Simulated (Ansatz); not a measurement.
Ligand exchange: CH2ClF + GeH2(GeH3)F → CH3Cl + GeH(GeH3)F2

Species: CH2ClF (chlorofluoromethane) `FCCl`, singlet; GeH2(GeH3)F, singlet; CH3Cl `CCl`, singlet; GeH(GeH3)F2, singlet. The partners trade F for H: C–F and Ge–H bonds give way to C–H and Ge–F.

Shapes, held fixed at every level: PBE0-D4/def2-TZVP. Programs: Ansatz 0.2.0. The zero-point and thermal change to 298 K, harmonic and unscaled (PBE0-D4/def2-TZVP), is +5.4 kJ/mol.

(1) Estimate ΔH(298 K) of this reaction.

Answers

(1) The highest level, CCSD(T)/def2-TZVPP, gives ΔH(298 K) = -148.7 kJ/mol; the levels span -149.3 to -129.8. The column of differences is taken from that level and isn't an error. No measured value is set beside it here. Relativity is left out for Ge. Outer-core shells of Ge are correlated, in sets that cover them unevenly. Times are processor times on shared x86 and Arm servers, and rough.

| level | kind | ΔH(298 K) (kJ/mol) | less CCSD(T)/def2-TZVPP | CPU time (sum over the molecules) |
| --- | --- | --- | --- | --- |
| SPW92/def2-TZVPP | LDA | -129.8 | +18.9 | 9.2 s |
| r2SCAN-D4/def2-TZVPP | meta-GGA | -146.0 | +2.7 | 33 s |
| B3LYP-D4/def2-TZVPP | global hybrid | -145.7 | +3.0 | 31 s |
| BHLYP-D4/def2-TZVPP | global hybrid | -149.1 | -0.4 | 22 s |
| PBE0-D4/def2-TZVPP | global hybrid | -141.0 | +7.7 | 21 s |
| wB97M-V/def2-TZVPP | range-separated hybrid | -146.0 | +2.7 | 72 s |
| CCSD/def2-TZVPP | coupled cluster or CI | -149.3 | -0.6 | – |
| CCSD(T)/def2-TZVPP | coupled cluster or CI | -148.7 | 0.0 | 4.9 min |
